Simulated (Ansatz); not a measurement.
`O[C@@H]1S[Si@H]1F`. The species carries charge 0 and has multiplicity 1. The geometry is a stationary point of PBE0-D4/def2-TZVP. It is one conformer, not always the lowest.

```xyz
8

O    -1.211   -0.536   -1.064
C     0.038   -0.403   -0.511
S     0.289   -1.150    1.259
Si    0.340    0.854    0.790
F     1.721    1.641    0.821
H    -1.324   -1.434   -1.394
H     0.860   -0.750   -1.135
H    -0.713    1.778    1.235
```

Q: What is the dipole moment at r2SCAN/def2-TZVPP? (Estimate.)

A: Computed: 1.61 D, with components (-0.54, -0.59, -1.40) D in this frame, pointing from negative to positive charge.

Q: And with PBE, B3LYP, ωB97M-V? (An estimate is asked.)

A: Ansatz gave: PBE 1.60 D, B3LYP 1.52 D, ωB97M-V 1.46 D.

Q: Give the Mulliken charges with r2SCAN, PBE, ωB97M-V in def2-TZVPP. (Estimate.)

A: Computed: 
| atom | r2SCAN | PBE | ωB97M-V |
| --- | --- | --- | --- |
| O1 | -0.31 | -0.25 | -0.28 |
| C2 | 0.02 | -0.02 | -0.08 |
| S3 | -0.27 | -0.23 | -0.21 |
| Si4 | 0.62 | 0.50 | 0.54 |
| F5 | -0.31 | -0.27 | -0.30 |
| H6 | 0.21 | 0.20 | 0.19 |
| H7 | 0.10 | 0.12 | 0.15 |
| H8 | -0.06 | -0.05 | -0.01 |

B3LYP here is the variant with VWN-RPA as its local correlation; programs differ in this.
